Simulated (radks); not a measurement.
Valence configurations of the ruthenium ion Ru+ (all share [Kr]). Method: Dirac Kohn-Sham, PBE, spin-unpolarised, spherical densities, finite nucleus; open shells are shared between the two j in proportion to 2j + 1; Fermi nuclear charge, rms radius 4.4809 fm; computed with a radial shooting solver on a logarithmic mesh with Libxc functionals. Energies are relative to 4d7; eigenvalues in eV.

valence          E (eV)  e(4d3/2)  e(4d5/2)  e(5p1/2)  e(5p3/2)  e(5s1/2)
4d7               0.000   -12.743   -12.411         -         -         -
4d6.5 5s0.5       1.212   -14.144   -13.798         -         -   -11.127
4d6 5s1           2.819   -15.618   -15.257         -         -   -11.773
4d6.5 5p0.5       3.503   -14.786   -14.437    -7.094    -6.862         -
4d6 5s0.5 5p0.5   5.218   -16.251   -15.888    -7.525    -7.273   -12.187
4d5 5s2           7.328   -18.742   -18.352         -         -   -13.087
4d6 5p1           7.649   -16.866   -16.501    -7.863    -7.603         -
4d5 5s1.5 5p0.5   9.946   -19.355   -18.963    -8.408    -8.109   -13.478
4d5 5s1 5p1      12.596   -19.952   -19.557    -8.725    -8.420   -13.853
4d5 5p2          17.985   -21.102   -20.702    -9.329    -9.010         -

NIST lists [Kr] 4d7 as the ground configuration; this level of theory agrees among the configurations tried. The energies are those of spherical spin-averaged densities, not of single terms.
